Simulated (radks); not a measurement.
Values are calculated unless marked as measured or tabulated.
The strontium ion Sr16+, 22 electrons, occupied as [Ar] 3d4.

Code: a radial shooting solver on a logarithmic mesh with Libxc functionals. Model: scalar-relativistic Kohn-Sham, r2SCAN, spin-polarised, spherical densities, finite nucleus; open shells are filled with parallel spins first (spin-orbit coupling, left out, can overturn this in heavy ions); meta-GGA in the generalised Kohn-Sham scheme; Fermi nuclear charge, rms radius 4.224 fm.

Energy parts (hartree):
total: -3052.86485
kinetic: 3134.62316
electron-nucleus: -6935.01550
Hartree: 836.38411
exchange-correlation: -88.85662

Orbitals (lengths in bohr, moments of r in powers of bohr):
orbital  occ.  eigenvalue (hartree)      <r>
1s down     1             -606.2008  0.03917
1s up       1             -606.2005  0.03917
2s up       1             -99.04225   0.1719
2s down     1             -98.67263   0.1714
2p up       3             -90.08564   0.1500
2p down     3             -89.81180   0.1495
3s up       1             -29.19033   0.4575
3s down     1             -28.73334   0.4604
3p up       3             -26.24501   0.4535
3p down     3             -25.76726   0.4570
3d up       4             -21.69464   0.4210
3d down     0             -21.12517   0.4255
4s up       0             -12.81524   0.9572
4s down     0             -12.54615   0.9662
4p up       0             -11.75690   0.9852
4p down     0             -11.48502   0.9978
4d up       0             -10.17849    1.012
4d down     0              -9.90372    1.031
4f up       0              -8.73211   0.9767
4f down     0              -8.46078    1.002

The highest occupied level is 3d up at -590.34 eV. Spin moment in Bohr magnetons: 4. For comparison, the ionisation energy in NIST's Atomic Spectra Database is 612 eV (theoretical). In exact Kohn-Sham theory the highest level is minus the ionisation energy, but local and semilocal functionals leave it too shallow, through self-interaction and a potential that decays too fast; potentials with the right tail come closer. The electron density at the nucleus is 6.199e+04 e/bohr^3 (large components only). Summed over all electrons, <r^2> = 2.986 bohr^2, which gives a Langevin (diamagnetic) susceptibility term of -2.36 x 10^-6 cm^3/mol. The spin density at the nucleus is -2.96 e/bohr^3 (1s -0.04, 2s -16.82, 3s 13.91).
